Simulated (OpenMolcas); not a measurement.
# C3+: input and output

Input:

```
&GATEWAY
Coord
1

C 0.0 0.0 0.0
Basis=ANO-R1
Group=XYZ
NoMove
AngMom=0.0 0.0 0.0
AMFI
&SEWARD
* reference wave functions (RASSCF and RASSI steps not shown): 1 electron in 4 orbitals (2s 2p)
>>> COPY JOB001 $Project.JobIph
&CASPT2
Multistate=1 1
Frozen=0 0
IPEA=0.25
Imaginary=0.1
MaxIter=60
WThr=0.0 0.3 0.05
PrWF=0.5
NoMix
>>> COPY JOB002 $Project.JobIph
&CASPT2
Multistate=3 1 2 3
Frozen=0 0
IPEA=0.25
Imaginary=0.1
MaxIter=60
WThr=0.0 0.3 0.05
PrWF=0.5
NoMix
```

Launched by
```bash
OMP_NUM_THREADS=1 MOLCAS_MEM=2252 MOLCAS_PROJECT=a pymolcas a.inp > a.log  # once for each step of the input, in one work folder
```

Output, cut to the results:

```
--- CASPT2 ---
Orbital specifications:
      -----------------------

      Symmetry species                           1   2
                                                ag  au
      Frozen orbitals                            0   0
      Inactive orbitals                          1   0
      Active orbitals                            1   3
      Secondary orbitals                         6   3
      Deleted orbitals                           0   0
      Number of basis functions                  8   6
Type of calculation                        SS-CASPT2
      Fock operator                              state-specific
      IPEA shift                                 0.25
      Real shift                                 0.00
      Imaginary shift                            0.10
      The input orbitals will be transformed to quasi-canonical
Reference energy:         -34.7388839470
      E2 (Non-variational):      -0.0010695412
      Shift correction:          -0.0000000401
      E2 (Variational):          -0.0010695813
      Total energy:             -34.7399535283
      Residual norm:              0.0000001692
      Reference weight:           0.99994
      Contributions to the CASPT2 correlation energy
      Active & Virtual Only:         -0.0000000000
      One Inactive Excited:          -0.0005865981
      Two Inactive Excited:          -0.0004829431
::    CASPT2 Root  1     Total energy:    -34.73995353
--- CASPT2 ---
Orbital specifications:
      -----------------------

      Symmetry species                           1   2
                                                ag  au
      Frozen orbitals                            0   0
      Inactive orbitals                          1   0
      Active orbitals                            1   3
      Secondary orbitals                         6   3
      Deleted orbitals                           0   0
      Number of basis functions                  8   6
Type of calculation                        MS-CASPT2
      Fock operator                              state-specific
      IPEA shift                                 0.25
      Real shift                                 0.00
      Imaginary shift                            0.10
      The input orbitals will be transformed to quasi-canonical
Reference energy:         -34.4313295889
      E2 (Non-variational):      -0.0014474059
      Shift correction:          -0.0000000516
      E2 (Variational):          -0.0014474575
      Total energy:             -34.4327770464
      Residual norm:              0.0000000449
      Reference weight:           0.99992
      Contributions to the CASPT2 correlation energy
      Active & Virtual Only:          0.0000000000
      One Inactive Excited:          -0.0006565758
      Two Inactive Excited:          -0.0007908301
Reference energy:         -34.4313295889
      E2 (Non-variational):      -0.0014474059
      Shift correction:          -0.0000000516
      E2 (Variational):          -0.0014474575
      Total energy:             -34.4327770464
      Residual norm:              0.0000000449
      Reference weight:           0.99992
      Contributions to the CASPT2 correlation energy
      Active & Virtual Only:          0.0000000000
      One Inactive Excited:          -0.0006565758
      Two Inactive Excited:          -0.0007908301
::    CASPT2 Root  1     Total energy:    -34.43277705
::    CASPT2 Root  2     Total energy:    -34.43277705
::    CASPT2 Root  3     Total energy:    -34.43277705
::    MS-CASPT2 Root  1     Total energy:    -34.43277705
::    MS-CASPT2 Root  2     Total energy:    -34.43277705
::    MS-CASPT2 Root  3     Total energy:    -34.43277705
```

Levels above the lowest, from the spin-orbit matrix with the single-state CASPT2 energies, averaged by term, on its diagonal:

```json
{"Configuration": "2s", "Term": "²S", "J": "1/2", "E (cm⁻¹)": "0.0", "Measured (cm⁻¹)": "0.0", "Term weight %": "100"}
{"Configuration": "2p", "Term": "²P°", "J": "1/2", "E (cm⁻¹)": "67362", "Measured (cm⁻¹)": "64484", "Term weight %": "100"}
{"Configuration": "2p", "Term": "²P°", "J": "3/2", "E (cm⁻¹)": "67445", "Measured (cm⁻¹)": "64592", "Term weight %": "100"}
```

Against the 2 measured excited levels shown (Moore, Selected Tables of Atomic Spectra, NSRDS-NBS 3, section 3) the mean absolute deviation is 2900 cm-1; the largest miss in energy is 2p ²P°_1/2: computed 67362, measured 64484 cm⁻¹ (+4.5 %).

With one active electron, CASPT2 adds the correlation within the correlated inactive shells and between them and that electron, and leaves the splitting within a term as the reference gives it. The basis is small and was not contracted for so high a charge. Measured partners are found by configuration, term and J. A level has none where our copy of the source lacks it or the pairing is in doubt (some pairs that miss far off the trend of their configuration count as doubtful), and it then counts in no deviation. Levels of configurations outside the active space are missing.

The term weight is that of the spin-free term in the level, not the purity of its configuration. ° marks odd parity.
